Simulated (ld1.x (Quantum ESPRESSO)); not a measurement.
## germanium: PAW pseudisation with LDA (PZ), scalar-relativistic reference atom.

ld1.x (Quantum ESPRESSO) 7.5 was run on this input:

```
&input
   title='Ge', zed=32., rel=1, dft='PZ', iswitch=3,
   config='[Ar] 3d10 4s1.75 4p2.25 4d-2',
   nld=3, rlderiv=2.05, eminld=-3.0, emaxld=5.0, deld=0.02
 /
 &inputp
   pseudotype=3, lpaw=.true., tm=.true., lloc=-2, rcloc=1.75,
   nlcc=.true., new_core_ps=.true., rcore=1.40,
   which_augfun='PSQ', rmatch_augfun_nc=.true.,
   file_pseudopw='Ge.UPF', file_wfcaegen='ae.wfc', file_wfcncgen='nc.wfc', file_beta='beta', file_chi='chi', file_wfcusgen='us.wfc'
 /
5
4S  1  0   1.75   0.00  1.50  1.75  0.0
4S  1  0   0.00   2.15  1.50  1.75  0.0
4P  2  1   2.25   0.00  1.70  1.90  0.0
4P  2  1   0.00   0.35  1.70  1.90  0.0
4D  3  2  -2.00  -0.15  1.65  1.75  0.0
 &test
   configts(1)='4s1.75 4p2.25'
 /
```

Command:

```bash
ld1.x < Ge.in > Ge.out
```

Resulting log (shortened: banner, matrices, multipoles, cross overlaps and the repeated all-electron block are left out):

```
Program LD1 v.7.5

     !!!!!!!!!!!!!!!!!!! WARNING !!!!!!!!!!!!!!!!!!!!!!!
     Message from routine ld1_readin:
     US requires at least two energies per channel 4D
     !!!!!!!!!!!!!!!!!!!!!!!!!!!!!!!!!!!!!!!!!!!!!!!!!!!
     --------------------------- All-electron run ----------------------------

     Ge
     scalar relativistic calculation

     atomic number is 32.00
     dft =PZ   lsd =0 sic =0 latt =0  beta=0.20 tr2=1.0E-14
     Exchange-correlation= PZ
                           (   1   1   0   0   0   0   0)
     mesh =1207 r(mesh) = 100.41023 a.u. xmin = -7.00 dx = 0.01250
     1 Ry =  13.60569312 eV, c = 137.03599908

     n l     nl                  e(Ry)          e(Ha)          e(eV)
     1 0     1S 1( 2.00)      -804.1950      -402.0975    -10941.6309
     2 0     2S 1( 2.00)      -100.6856       -50.3428     -1369.8973
     2 1     2P 1( 6.00)       -88.0885       -44.0443     -1198.5057
     3 0     3S 1( 2.00)       -12.3618        -6.1809      -168.1903
     3 1     3P 1( 6.00)        -8.5137        -4.2569      -115.8352
     3 2     3D 1(10.00)        -2.2048        -1.1024       -29.9974
     4 0     4S 1( 1.75)        -0.8968        -0.4484       -12.2017
     4 1     4P 1( 2.25)        -0.3108        -0.1554        -4.2292

     final scf error:  6.2E-15 reached in  31 iterations

     Etot =   -4191.646680 Ry,   -2095.823340 Ha,  -57030.258405 eV

     Ekin =    4265.972568 Ry,    2132.986284 Ha,   58041.513626 eV
     Encl =  -10107.517878 Ry,   -5053.758939 Ha, -137519.786489 eV
     Eh   =    1802.892971 Ry,     901.446485 Ha,   24529.608493 eV
     Exc  =    -152.994340 Ry,     -76.497170 Ha,   -2081.594034 eV

     normalization and overlap integrals

     s(1S/1S) =  1.000000  <r> =   0.0471  <r2> =    0.0030  r(max) =   0.0309
     s(2S/2S) =  1.000000  <r> =   0.2104  <r2> =    0.0522  r(max) =   0.1754
     s(2P/2P) =  1.000000  <r> =   0.1839  <r2> =    0.0414  r(max) =   0.1418
     s(3S/3S) =  1.000000  <r> =   0.6254  <r2> =    0.4515  r(max) =   0.5402
     s(3P/3P) =  1.000000  <r> =   0.6478  <r2> =    0.4945  r(max) =   0.5402
     s(3D/3D) =  1.000000  <r> =   0.7366  <r2> =    0.6970  r(max) =   0.5012
     s(4S/4S) =  1.000000  <r> =   2.0974  <r2> =    5.0919  r(max) =   1.7277
     s(4P/4P) =  1.000000  <r> =   2.8488  <r2> =    9.6823  r(max) =   2.1908

     ------------------------ End of All-electron run ------------------------

     --------------------- Generating PAW atomic setup --------------------

      Generating local potential from pseudized AE potential:
      Matching radius rcloc =   1.7500
      Enforcing V''(0)=0 (lloc=-2)

      Local pseudo, rcloc= 1.749 Estimated cut-off energy=    10.27 Ry

      Computing core charge for nlcc:

       r > 1.41 : true rho core
      Core charge pseudized with two Bessel functions
      Integrated core pseudo-charge :   8.29
      Wfc-us  4S rcutus= 1.749  Estimated cut-off energy=    14.58 Ry
      Wfc-us  4S rcutus= 1.749  Estimated cut-off energy=    20.74 Ry
      Wfc-us  4P rcutus= 1.886  Estimated cut-off energy=    20.54 Ry
      Wfc-us  4P rcutus= 1.886  Estimated cut-off energy=    21.52 Ry
      Wfc-us  4D rcutus= 1.749  Estimated cut-off energy=    32.32 Ry

     Required augmentation: PSQ   radius:    1.900000

     Q pseudized with Bessel functions
     Expected ecutrho=     158.0195 due to l1=  2   l2=  2

     Estimated PAW energy = -157.657870 Ryd

     ------------------- End of pseudopotential generation -------------------

     Computing logarithmic derivative in   2.04528
     Computing logarithmic derivative in   2.04528
     Computing the partial wave expansion
     R is outside the sphere for l=    0 j= 0.00
     R is outside the sphere for l=    0 j= 0.00
     R is outside the sphere for l=    1 j= 0.00
     R is outside the sphere for l=    1 j= 0.00
     R is outside the sphere for l=    2 j= 0.00

     ---------------------- Testing the pseudopotential ----------------------

     Ge
     scalar relativistic calculation

     atomic number is 32.00   valence charge is  4.00
     dft = SLA  PZ   NOGX NOGC   lsd =0 sic =0 latt =0  beta=0.20 tr2=1.0E-14
     mesh =1207 r(mesh) = 100.41023 xmin = -7.00 dx = 0.01250

     n l     nl             e AE (Ry)        e PS (Ry)    De AE-PS (Ry)
     1 0     4S   1( 1.75)       -0.89681       -0.89681        0.00000
     2 1     4P   1( 2.25)       -0.31084       -0.31084        0.00000

     eps = 9.5E-16  iter =  3

     Etot =   -4191.646680 Ry,   -2095.823340 Ha,  -57030.258405 eV
     Etotps =  -157.657878 Ry,     -78.828939 Ha,   -2145.044713 eV

     Ekin =      15.141394 Ry,       7.570697 Ha,     206.009160 eV
     Encl =     -25.599993 Ry,     -12.799997 Ha,    -348.305654 eV
     Ehrt =       5.795059 Ry,       2.897529 Ha,      78.845792 eV
     Ecxc =    -152.994338 Ry,     -76.497169 Ha,   -2081.594011 eV
     (Ecc =     -13.094695 Ry,      -6.547348 Ha,    -178.162404 eV)

     ---------------------- End of pseudopotential test ----------------------
```

Generation and configuration tests took about 1.5 s on one core of a shared server CPU.
